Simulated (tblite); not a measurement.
Species: C₆H₁₀N₂Si.
Cartesian coordinates in Å at the GFN2-xTB level; atoms count from 1:
```
atom  x, y, z in Å
N1     4.163    2.500    0.225
C2     3.429    1.692    0.569
C3     2.498    0.690    0.964
Si4    1.216    0.425   -0.436
N5     0.105   -0.692    0.238
C6    -1.032   -1.179   -0.478
C7    -2.001   -0.229   -1.093
C8    -2.424    0.446    0.174
C9    -2.416   -1.047    0.080
H10    3.046   -0.230    1.170
H11    2.007    1.011    1.882
H12    0.521    1.679   -0.729
H13    1.929   -0.047   -1.632
H14    0.376   -1.310    0.988
H15   -0.829   -2.092   -1.044
H16   -2.352   -0.128   -2.098
H17   -1.676    0.936    0.782
H18   -3.388    0.939    0.177
H19   -3.184   -1.771    0.254
```

Computed values, GFN2-xTB/tblite, gas phase, harmonic and unscaled. The method is semi-empirical: single wavenumbers can be off by several per cent or more. Modes of hydrogen on silicon can be 10 to 20 % off. One conformer, not necessarily the lowest.

Harmonic wavenumbers (cm⁻¹): 33.4, 43.5, 75.1, 81.8, 163.3, 190.3, 273.4, 348.6, 377.0, 394.5, 468.6, 485.4, 581.6, 595.6, 720.1, 742.6, 754.2, 762.8, 812.3, 824.8, 838.5, 915.7, 929.0, 938.0, 956.3, 982.1, 1024.4, 1058.4, 1079.8, 1084.4, 1121.6, 1131.1, 1151.2, 1174.1, 1266.7, 1316.0, 1325.8, 1416.3, 1416.8, 1494.1, 2198.0, 2266.9, 2402.5, 2918.6, 2977.0, 2984.8, 3058.5, 3061.7, 3161.2, 3176.0, 3434.5.

A = 4738, B = 571.1, C = 559.2 MHz; mass 138.061 u (most abundant isotopes); point group C1, symmetry number 1.

Problem. What is the zero-point energy?

Solution. Half the sum of the wavenumbers: 31494 cm⁻¹ = 90.05 kcal/mol.

Problem. Give the ideal-gas entropy at 500 K and 1 bar in the rigid-rotor, harmonic-oscillator model (classical rotation).

Solution. Translation 43.27, rotation 31.28, vibration 55.09: S = 129.7 cal/(mol K).

Problem. And Cp and H(500 K) − H(0)?

Solution. Cp = 60.07 cal/(mol K), of which vibrations give 52.12 (their classical limit is 51 R = 101.3); H(500 K) − H(0) = 17.58 kcal/mol without the zero-point energy, 13.60 from vibrations.

Problem. What must be added to the electronic energy to get the Gibbs energy at 500 K and 1 bar?

Solution. ZPE + [H(500 K) − H(0)] − T·S = 90.05 + 17.58 − 64.83 = 42.80 kcal/mol.

Problem. Which modes carry the vibrational entropy at 500 K?

Solution. 33.4 cm⁻¹: 6.64; 43.5 cm⁻¹: 6.12; 75.1 cm⁻¹: 5.04; 81.8 cm⁻¹: 4.87; 163.3 cm⁻¹: 3.51; 190.3 cm⁻¹: 3.21 cal/(mol K); the other 45 give 25.72 together.

Problem. How do the functions run with temperature in this model?

Solution. 
```
T (K)  S (cal/(mol K))  Cp (cal/(mol K))  H − H(0) (kcal/mol)  G − H(0) (kcal/mol)  ln q(vib)
  100             73.5              19.5                 1.43                -5.92       2.72
  200             89.9              29.4                 3.85               -14.13       5.70
  300            104.0              40.8                 7.36               -23.83       8.50
  800            162.0              77.1                38.41               -91.17      21.95
 1000            180.0              84.3                54.59              -125.41      26.82
```

q(vib) and H(0) count from the zero-point level.

Problem. Blend soft modes into free rotors: weight 1/[1 + (100 cm⁻¹/ν̃)⁴] for the oscillator and the rest for a rotor with moment μB/(μ + B), μ = h/(8π²ν), B = 10⁻⁴⁴ kg m². What vibrational entropy results?

Solution. 49.03 cal/(mol K) in place of 55.09, which changes −T·S at 500 K by +3.03 kcal/mol.

Hindered rotation and anharmonicity are outside this model. Other conformers, if any are populated, would add a mixing term that is left out. The structure is chiral; the term R ln 2 for an equal mix with its mirror image is left out.

The run took 1.3 s on Arm Neoverse N1, one thread, no GPU (shared host). This covers the Hessian and the dipole derivatives.
